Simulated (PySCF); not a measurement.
Predicted microwave data (PBE0/pcSseg-1 in PySCF (dipole) on a GFN2-xTB geometry, gas phase) for one isomer of C5H4F3NO:

```
Rotational constants : A = 2413, B = 829.3, C = 694.3 MHz
Dipole components    : |μa| = 1.49 D, |μb| = 1.48 D, |μc| = 0.00 D
Inertial defect      : -90.97 u·Å²
κ                    : -0.84
```

Problem. Which structure is it? (One computed conformer of each.)
A. `[N:1]#[C:2][C:3]1([O:4][C:5]([F:6])([F:7])[F:8])[CH2:9][CH2:10]1` with C2–C3–O4–C5 71°
B. `[CH3:1][O:2]/[C:3]([C:4]#[N:5])=[CH:6]\[C:7]([F:8])([F:9])[F:10]` with C1–O2–C3–C4 -1°
C. `[H]/[N:4]=[CH:3]\[C:2](=[CH2:1])[C:5](=[O:6])[C:7]([F:8])([F:9])[F:10]` with C1–C2–C3–N4 34°, C1–C2–C5–O6 5°

Solution. B. It is CO/C(C#N)=C\C(F)(F)F, an asymmetric top. The candidates at the same level (rigid rotor, commonest isotopes):

| SMILES | A (MHz) | B (MHz) | C (MHz) | μa (D) | μb (D) | μc (D) | Δ (u·Å²) | point group | rotor |
| --- | --- | --- | --- | --- | --- | --- | --- | --- | --- |
| [H]/N=C\C(=C)C(=O)C(F)(F)F | 2042 | 1100 | 825.4 | 2.29 | 1.62 | 0.09 | -94.82 | C1 | asymmetric top |
| N#CC1(OC(F)(F)F)CC1 | 2119 | 1134 | 907.5 | 1.47 | 4.05 | 0.06 | -127.25 | C1 | asymmetric top |
| CO/C(C#N)=C\C(F)(F)F | 2413 | 829.3 | 694.3 | 1.49 | 1.48 | 0.00 | -90.97 | near Cs | asymmetric top |

`N#CC1(OC(F)(F)F)CC1` has B 37 % too high; `[H]/N=C\C(=C)C(=O)C(F)(F)F` has B 33 % too high. No structure here is proved a minimum.
